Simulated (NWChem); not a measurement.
System: CoHSCl, quartet; SMILES [SH][Co][Cl]

```xyz
4

Co     0.0379    -0.0207     0.0000
Cl    -0.0111    -2.1413     0.0000
S      0.0305     2.1716     0.0000
H     -1.3230     2.2160     0.0000
```
Atoms are numbered in this order, from 1.

Program: NWChem. Spin-unrestricted. Geometry: optimised at PBE0/def2-SVP, spin-unrestricted. This spin state was assumed; another may lie lower. No stability test was run on the SCF state.

For level PBE0/def2-TZVPP:

```
Item                         Result
---------------------------  ------
highest occupied level (eV)   -7.70
```

What are these values for level PBE0/def2-SVP?


* **highest occupied level (eV)**: -7.38
